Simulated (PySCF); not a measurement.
PySCF input (M06-2X/6-311+G**):

```python
from pyscf import gto, dft

mol = gto.M(
    atom='''
    N    -0.14792300    1.62764400   -0.58665800
    Si    0.11106900    0.03075400   -0.17940100
    N     1.63004200   -0.29453200    0.43867700
    N    -0.72667600   -1.06390500   -1.13508800
    O    -0.81322200   -0.30687600    1.43581900
    H    -0.69222000    1.91915800   -1.38322000
    H     0.31176100    2.40123200   -0.13234100
    H     2.45795400    0.09788500    0.01606900
    H     1.84468400   -1.07703600    1.03712300
    H    -0.33708400   -1.96334700   -1.37340800
    H    -1.48884200   -0.81139500   -1.74564300
    H    -1.70265400   -0.68910900    1.37098500
    H    -0.73088700    0.26261500    2.21698800
    ''',
    basis='6-311+g**',
    charge=1,
    spin=0,
    verbose=4,
)

mf = dft.RKS(mol, xc='m062x').density_fit(auxbasis='def2-universal-jkfit')
mf.grids.level = 4
mf.conv_tol = 1e-9
mf.max_cycle = 100
mf.max_memory = 1500
mf.kernel()
if not mf.converged:
    mf = mf.newton()
    mf.kernel(mf.make_rdm1())
mf.dip_moment()
```

Output:

```
PySCF version 2.14.0

[INPUT] verbose = 4
[INPUT] num. atoms = 13
[INPUT] num. electrons = 50
[INPUT] charge = 1
[INPUT] spin (= nelec alpha-beta = 2S) = 0
[INPUT] symmetry False subgroup None
[INPUT] Mole.unit = angstrom
[INPUT] Symbol           X                Y                Z      unit          X                Y                Z       unit  Magmom
[INPUT]  1 N     -0.147923000000   1.627644000000  -0.586658000000 AA   -0.279533957524   3.075801388292  -1.108622948785 Bohr   0.0
[INPUT]  2 Si     0.111069000000   0.030754000000  -0.179401000000 AA    0.209889990929   0.058116637235  -0.339018756473 Bohr   0.0
[INPUT]  3 N      1.630042000000  -0.294532000000   0.438677000000 AA    3.080332951538  -0.556584814920   0.828979387146 Bohr   0.0
[INPUT]  4 N     -0.726676000000  -1.063905000000  -1.135088000000 AA   -1.373218621294  -2.010489072555  -2.145005447280 Bohr   0.0
[INPUT]  5 O     -0.813222000000  -0.306876000000   1.435819000000 AA   -1.536766858471  -0.579911594202   2.713304674447 Bohr   0.0
[INPUT]  6 H     -0.692220000000   1.919158000000  -1.383220000000 AA   -1.308106217946   3.626683009768  -2.613906970021 Bohr   0.0
[INPUT]  7 H      0.311761000000   2.401232000000  -0.132341000000 AA    0.589142906321   4.537670841542  -0.250088245051 Bohr   0.0
[INPUT]  8 H      2.457954000000   0.097885000000   0.016069000000 AA    4.644859886779   0.184975841703   0.030366009096 Bohr   0.0
[INPUT]  9 H      1.844684000000  -1.077036000000   1.037123000000 AA    3.485947546367  -2.035303066297   1.959878427487 Bohr   0.0
[INPUT] 10 H     -0.337084000000  -1.963347000000  -1.373408000000 AA   -0.636996440973  -3.710188117486  -2.595364977287 Bohr   0.0
[INPUT] 11 H     -1.488842000000  -0.811395000000  -1.745643000000 AA   -2.813503622750  -1.533314328841  -3.298787181264 Bohr   0.0
[INPUT] 12 H     -1.702654000000  -0.689109000000   1.370985000000 AA   -3.217549744895  -1.302227279973   2.590786170887 Bohr   0.0
[INPUT] 13 H     -0.730887000000   0.262615000000   2.216988000000 AA   -1.381176258005   0.496270426203   4.189500141447 Bohr   0.0

nuclear repulsion = 272.02344744582
number of shells = 86
number of NR pGTOs = 253
number of NR cGTOs = 166
basis = 6-311+g**
ecp = {}

******** <class 'pyscf.df.df_jk.DFRKS'> ********
method = DFRKS
initial guess = minao
damping factor = 0
level_shift factor = 0
DIIS = <class 'pyscf.scf.diis.CDIIS'>
diis_start_cycle = 1
diis_space = 8
diis_damp = 0
SCF conv_tol = 1e-09
SCF conv_tol_grad = None
SCF max_cycles = 100
direct_scf = False
XC library pyscf.dft.libxc version 7.1.2
    S. Lehtola, C. Steigemann, M. J. T. Oliveira, and M. A. L. Marques,  SoftwareX 7, 1–5 (2018)
XC functionals = m062x
    Y. Zhao and D. G. Truhlar,  Theor. Chem. Acc. 120, 215 (2008)
    Y. Zhao and D. G. Truhlar,  Theor. Chem. Acc. 120, 215 (2008)
radial grids:
    Treutler-Ahlrichs [JCP 102, 346 (1995); DOI:10.1063/1.469408] (M4) radial grids

becke partition: Becke, JCP 88, 2547 (1988); DOI:10.1063/1.454033
pruning grids: <function nwchem_prune>
grids dens level: 4
symmetrized grids: False
atomic radii adjust function: <function treutler_atomic_radii_adjust>
small_rho_cutoff = 0
Set gradient conv threshold to 3.16228e-05
Initial guess from minao.
tot grids = 266472
******** <class 'pyscf.df.df.DF'> ********
auxbasis = def2-universal-jkfit
init E= -534.489463695703
  HOMO = -0.322293638269663  LUMO = -0.042692388487724  gap/eV = 7.60834
cycle= 1 E= -533.578407059134  delta_E= 0.911  |g|= 0.59  |ddm|= 2.84
  HOMO = -0.453408348594629  LUMO = -0.162134470378877  gap/eV = 7.92597
cycle= 2 E= -533.595307500468  delta_E= -0.0169  |g|= 0.535  |ddm|= 0.859
  HOMO = -0.510361412599632  LUMO = -0.168688368838252  gap/eV = 9.29740
cycle= 3 E= -533.645960873998  delta_E= -0.0507  |g|= 0.0491  |ddm|= 0.325
  HOMO = -0.504185018645716  LUMO = -0.164115809193068  gap/eV = 9.25375
cycle= 4 E= -533.646433970213  delta_E= -0.000473  |g|= 0.00817  |ddm|= 0.0544
  HOMO = -0.504029579126198  LUMO = -0.164263341028451  gap/eV = 9.24551
cycle= 5 E= -533.646443299629  delta_E= -9.33e-06  |g|= 0.00294  |ddm|= 0.0126
  HOMO = -0.504216421716761  LUMO = -0.164194944618439  gap/eV = 9.25246
cycle= 6 E= -533.6464446757  delta_E= -1.38e-06  |g|= 0.00143  |ddm|= 0.00346
  HOMO = -0.504092787029662  LUMO = -0.164208851853907  gap/eV = 9.24871
cycle= 7 E= -533.646445070833  delta_E= -3.95e-07  |g|= 0.000203  |ddm|= 0.00152
  HOMO = -0.504121032973346  LUMO = -0.164208671634608  gap/eV = 9.24949
cycle= 8 E= -533.646445080881  delta_E= -1e-08  |g|= 4.96e-05  |ddm|= 0.000472
  HOMO = -0.504116632165172  LUMO = -0.164206117967429  gap/eV = 9.24944
cycle= 9 E= -533.646445081672  delta_E= -7.91e-10  |g|= 1.22e-05  |ddm|= 9.91e-05
  HOMO = -0.504118377757611  LUMO = -0.164206601161392  gap/eV = 9.24947
Extra cycle  E= -533.646445081688  delta_E= -1.56e-11  |g|= 1.23e-05  |ddm|= 3.66e-05
converged SCF energy = -533.646445081688

WARN: System has nonzero charge 1; the dipole moment is origin-dependent.
Location of origin: [0. 0. 0.]

Dipole moment(X, Y, Z, Debye): -1.75769, -0.02069,  1.95281
```

The dipole moment of an ion depends on the origin.

The geometry given is a B3LYP-D3(BJ)/def2-TZVP minimum.
